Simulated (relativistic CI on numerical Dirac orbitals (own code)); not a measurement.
# d2 in a ligand field

Computed with a parametric ligand-field model of a d^n configuration (Racah B and C, spin-orbit zeta, crystal field), exact diagonalisation.

Field parameters in Wybourne normalisation: Td as Oh with Dq negative (B⁴₀ = 21Dq, B⁴₄ = √(5/14) B⁴₀). The field is a parameter set, without covalency.

B = 370 cm⁻¹, C = 1660 cm⁻¹ (C/B = 4.49), Td, no spin-orbit coupling. Tanabe-Sugano data, E/B above the lowest term (Δ = |10Dq|; b, c mark the second and third term of a kind):

```tsv
Δ/B	3A2	3T2	3T1	1E	1T2	1A1
1.0	0.00	1.00	1.79	14.70	15.37	21.74
2.8	0.00	2.81	4.97	15.49	17.74	23.00
4.6	0.00	4.59	8.00	15.91	19.91	24.07
6.4	0.00	6.41	10.97	16.15	22.01	25.01
8.2	0.00	8.19	13.77	16.31	24.00	25.80
10.0	0.00	10.00	16.48	16.42	25.97	26.51
11.8	0.00	11.81	19.05	16.49	27.91	27.11
13.6	0.00	13.59	21.47	16.55	29.79	27.63
15.4	0.00	15.41	23.81	16.60	31.68	28.10
17.2	0.00	17.19	26.02	16.64	33.52	28.50
19.0	0.00	19.00	28.19	16.67	35.39	28.85
20.8	0.00	20.81	30.30	16.69	37.25	29.17
```

The ground term stays 3A2.
